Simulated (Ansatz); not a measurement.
Species: sum formula NbOCl, charge 0, multiplicity 3. The spin state was set by rule; other spins were not relaxed. 
Geometry from a B3LYP-D3(BJ)/def2-TZVP (Ansatz, a first-principles code) optimisation:
SMILES: [O]=[Nb][Cl]
```xyz
3

Nb     0.3301     0.3638    -0.2273
O     -0.8845     1.2682    -0.9838
Cl    -0.3800    -1.4741     1.0111
```
Charge 0, spin multiplicity 3.

Basis-set convergence of Hartree-Fock and MP2 correlation energies (hartree) with Ansatz. Cores are frozen in the correlated levels unless marked. UHF or UKS for open shells. Spin-orbit coupling is left out. The frozen core is the preceding noble-gas configuration, with the filled d and f shells of earlier blocks. Past Kr the def2 sets carry scalar-relativistic core potentials.

```csv
basis,functions,E(HF),"E(corr, MP2)"
def2-SVP,63,-590.59365,-0.44716
def2-TZVPP,129,(withheld),(withheld)
```

Problem. Fill in the missing entries.

Solution. 
- def2-TZVPP, E(HF): -590.86606
- def2-TZVPP, E(corr, MP2): -0.57399
